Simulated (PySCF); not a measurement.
## Correlation energy of Br (bromine, neutral)

[Ar] 3d10 4s1 4p6, 2S determinant (an excited configuration). All numbers are calculated (PySCF 2.14, the spin-free X2C one-electron Hamiltonian (Gaussian nucleus), in aug-cc-pVTZ-DK). Frozen: [Ar] 3d10; 7 electrons correlated.

```json
{"level": "CCSD", "correlation energy (mhartree)": "-288.17"}
{"level": "(T)", "correlation energy (mhartree)": "-48.77"}
{"level": "CCSD(T)", "correlation energy (mhartree)": "-336.94"}
```

Diagnostics: T1 = 0.026, D1 = 0.0478, largest double amplitude 0.275.

A double-excitation amplitude exceeds 0.15, a sign of near-degeneracy.

Cost of the coupled-cluster step: roughly 2.9 core-seconds, for 7 correlated electrons.

Iterations:

```
CC2 = 0
CCSD nocc = (np.int64(4), np.int64(3)), nmo = (45, 45)
frozen orbitals [[0, 1, 2, 3, 4, 5, 6, 7, 8, 9, 10, 11, 12, 13], [0, 1, 2, 3, 4, 5, 6, 7, 8, 9, 10, 11, 12, 13]]
max_cycle = 100
direct = 0
conv_tol = 1e-08
conv_tol_normt = 1e-06
diis_space = 8
diis_start_cycle = 0
Init t2, MP2 energy = -0.211094721640215
Init E_corr(UCCSD) = -0.211094721641021
cycle = 1  E_corr(UCCSD) = -0.240236957529303  dE = -0.0291422359  norm(t1,t2) = 0.1646
cycle = 2  E_corr(UCCSD) = -0.257478946707086  dE = -0.0172419892  norm(t1,t2) = 0.121117
cycle = 3  E_corr(UCCSD) = -0.290449932151418  dE = -0.0329709854  norm(t1,t2) = 0.088698
cycle = 4  E_corr(UCCSD) = -0.280584639279243  dE = 0.00986529287  norm(t1,t2) = 0.0217634
cycle = 5  E_corr(UCCSD) = -0.282334167724894  dE = -0.00174952845  norm(t1,t2) = 0.0257852
cycle = 6  E_corr(UCCSD) = -0.287901267420146  dE = -0.0055670997  norm(t1,t2) = 0.0209531
cycle = 7  E_corr(UCCSD) = -0.288735538985242  dE = -0.000834271565  norm(t1,t2) = 0.00863595
cycle = 8  E_corr(UCCSD) = -0.287579531817177  dE = 0.00115600717  norm(t1,t2) = 0.00398469
cycle = 9  E_corr(UCCSD) = -0.288267542888916  dE = -0.000688011072  norm(t1,t2) = 0.00201333
cycle = 10  E_corr(UCCSD) = -0.288158976366785  dE = 0.000108566522  norm(t1,t2) = 0.000518922
cycle = 11  E_corr(UCCSD) = -0.288167513938037  dE = -8.53757125e-06  norm(t1,t2) = 6.76107e-05
cycle = 12  E_corr(UCCSD) = -0.288170022008075  dE = -2.50807004e-06  norm(t1,t2) = 1.50708e-05
cycle = 13  E_corr(UCCSD) = -0.288168895400206  dE = 1.12660787e-06  norm(t1,t2) = 6.4809e-06
cycle = 14  E_corr(UCCSD) = -0.288169027720899  dE = -1.32320693e-07  norm(t1,t2) = 1.0619e-06
cycle = 15  E_corr(UCCSD) = -0.288169018466273  dE = 9.25462601e-09  norm(t1,t2) = 1.61215e-07
UCCSD converged
E(UCCSD) = -2604.144998118114  E_corr = -0.2881690184662729
UCCSD(T) correction = -0.0487671633444128
```
